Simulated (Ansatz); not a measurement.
Coupled-cluster diagnostics for the cluster Si3W⁻, Ansatz.

Geometry of the doublet (PBE0-D4/def2-SVPD):

Cartesian coordinates in Å:
```
W 0.524 -0.384 1.129
Si -1.393 -1.297 0.206
Si 1.393 1.297 -0.207
Si -0.524 0.383 -1.127
```

In the def2 sets W takes a core potential; there is no spin–orbit coupling. Correlated methods freeze 15 core orbitals; core or outer-core shells of W are correlated, in sets that lack core-valence functions. In CCSD on the charge -1 doublet the largest single amplitude is 0.93, so its Hartree–Fock determinant may place the open shell otherwise than the density functionals do. No other spin state of charge -1 was run. Another isomer (doublet) lies 0.03 eV lower at PBE0-D4/def2-TZVPD; other spin states weren't run for this one.

Q: Estimate the CCSD(T) correlation energy, the shares of MP2 and (T), T1 and the reference's ⟨S²⟩ for: charge -1, doublet, own geometry in def2-TZVPD; and the rough time on 4 threads of Arm Neoverse V2 on a shared host.

A: 
```csv
state,basis,correlation (eV),MP2 share (%),(T) share (%),T1,⟨S²⟩ (pure),wall time,remarks
"charge -1, doublet, own geometry",def2-TZVPD,-21.073,86.0,9.0,0.190,3.12 (0.75),63 s,"large T1 (0.190), spin-contaminated (⟨S²⟩ 3.12)"
```
Customary marks for T1 are 0.02 (closed shells), 0.045 (open shells) and about 0.05 (3d metals). T1 exceeds 0.02 in 1 of 1 rows and 0.045 in 1; the higher it lies, the less the single-reference result can be trusted.
